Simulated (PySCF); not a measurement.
A structure optimised at TPSSh-D3(BJ)/def2-SVP, used in a PySCF frequency run:

```
C
H 1 1.0963
C 1 1.4515 2 118.89
O 3 1.2365 1 120.91 2 -179.99
C 1 1.4843 2 119.46 3 -179.98
H 5 1.0987 1 109.91 2 -179.94
H 5 1.1055 6 109.32 1 -122.14
H 5 1.1055 6 109.31 7 -115.74
C 3 1.5202 4 121.22 1 -179.97
H 9 1.0973 3 109.27 4 -0.46
H 9 1.1024 10 109.49 3 121.43
H 9 1.1025 10 109.44 11 117.25
```
Charge 0, spin multiplicity 2.

### Question
Write its SMILES and formula.

### Answer
C[CH]C(C)=O, C4H7O

### Question
What are its rotational constants (standard atomic weights)?

### Answer
10.032, 3.6226, 2.7532 GHz
